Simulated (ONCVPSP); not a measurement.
# An all-electron radial function and its pseudo partner (silver (Ag))

Columns: radius, all-electron u(r) and pseudo u(r) of the 4d shell (level -15.92 eV) of silver in the configuration [Ar] 3d10 4s2 4p6 4d10; LDA (Perdew-Wang 92), scalar-relativistic, ONCV scheme, ONCVPSP 4.0.1.

```
r (bohr)  all-electron  pseudo
   0.100       -0.2176  0.0034
   0.200       -0.4480  0.0262
   0.300       -0.3631  0.0823
   0.400       -0.0946  0.1768
   0.500        0.2107  0.3060
   0.600        0.4750  0.4576
   0.700        0.6712  0.6133
   0.800        0.7994  0.7530
   0.900        0.8703  0.8601
   1.000        0.8980  0.9260
   1.100        0.8951  0.9497
   1.200        0.8718  0.9359
   1.300        0.8358  0.8933
   1.400        0.7924  0.8331
   1.500        0.7451  0.7675
   1.600        0.6966  0.7055
   1.700        0.6483  0.6505
   1.800        0.6014  0.6016
   1.900        0.5564  0.5563
   2.000        0.5136  0.5136
   2.100        0.4734  0.4733
   2.200        0.4357  0.4356
   2.300        0.4005  0.4005
   2.400        0.3678  0.3678
   2.500        0.3375  0.3374
   2.600        0.3094  0.3093
```

Question: How many radial nodes do the two functions have?

Answer: The all-electron 4d function has n − l − 1 = 1; the pseudo-wave has 0, since the states of the same l below it are removed with the core.

Question: At about which radius was the pseudo-wave matched?

Answer: 2.00 bohr. The columns agree to 0.0005 from 1.80 bohr on; several derivatives are matched, so the curves merge somewhat inside the radius.

Question: Where does each function peak?

Answer: Outermost all-electron maximum near 1.00 bohr, pseudo maximum near 1.10 bohr (to the table’s step).

Question: Is the pseudo-wave norm-conserving?

Answer: Yes: the ONCV scheme keeps the norm inside the radius equal to the all-electron one, which fixes the energy derivative of the logarithmic derivative at the level.
